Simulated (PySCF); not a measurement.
Gas-phase reaction: InH2Cl + Cl2 = InCl + 2 HCl

Energies from PySCF, thermal terms from the rigid-rotor harmonic-oscillator model, ideal gas at 1 bar. † marks an energy on the PBE0/def2-TZVP geometry and frequencies. MP2 freezes the core. All species are closed-shell singlets. B3LYP is the form with VWN-RPA correlation. In: scalar-relativistic def2 core potential, no spin-orbit coupling. InH2Cl: computed as isolated molecules; such fragments, hydroxides, amides, oligomers or adducts are transient or little studied in the gas. MP2 isn't extrapolated to the basis-set limit; its ΔH°(298 K) is -269.9 kJ in def2-SVP and -275.1 kJ in def2-TZVPP. The harmonic model lacks anharmonicity and excited electronic states, which grow with temperature; levels with a mode under 35 cm⁻¹ are left out.

```json
[
 {"level": "B3LYP/def2-TZVP†", "ΔE electronic, kJ": "-269", "ΔH°(298 K), kJ": "-263", "ΔS°(298 K), J/K": "123", "ΔG°(1400 K), kJ": "-430"},
 {"level": "HF/def2-TZVP†", "ΔE electronic, kJ": "-270", "ΔH°(298 K), kJ": "-264", "ΔS°(298 K), J/K": "123", "ΔG°(1400 K), kJ": "-432"},
 {"level": "MP2/def2-SVP†", "ΔE electronic, kJ": "-276", "ΔH°(298 K), kJ": "-270", "ΔS°(298 K), J/K": "123", "ΔG°(1400 K), kJ": "-437"},
 {"level": "MP2/def2-TZVPP†", "ΔE electronic, kJ": "-281", "ΔH°(298 K), kJ": "-275", "ΔS°(298 K), J/K": "123", "ΔG°(1400 K), kJ": "-443"},
 {"level": "PBE/def2-TZVP†", "ΔE electronic, kJ": "-249", "ΔH°(298 K), kJ": "-243", "ΔS°(298 K), J/K": "123", "ΔG°(1400 K), kJ": "-411"},
 {"level": "PBE0/def2-QZVP†", "ΔE electronic, kJ": "-252", "ΔH°(298 K), kJ": "-246", "ΔS°(298 K), J/K": "123", "ΔG°(1400 K), kJ": "-414"},
 {"level": "PBE0/def2-SVP†", "ΔE electronic, kJ": "-267", "ΔH°(298 K), kJ": "-261", "ΔS°(298 K), J/K": "123", "ΔG°(1400 K), kJ": "-429"},
 {"level": "r2SCAN/def2-TZVP†", "ΔE electronic, kJ": "-246", "ΔH°(298 K), kJ": "-241", "ΔS°(298 K), J/K": "123", "ΔG°(1400 K), kJ": "-408"},
 {"level": "ωB97M-V/def2-TZVP†", "ΔE electronic, kJ": "-241", "ΔH°(298 K), kJ": "-235", "ΔS°(298 K), J/K": "123", "ΔG°(1400 K), kJ": "-402"},
 {"level": "ωB97X-V/def2-TZVP†", "ΔE electronic, kJ": "-236", "ΔH°(298 K), kJ": "-230", "ΔS°(298 K), J/K": "123", "ΔG°(1400 K), kJ": "-397"}
]
```
ΔH° is lowest at MP2/def2-TZVPP† and highest at ωB97X-V/def2-TZVP†. No reference value is set beside these.
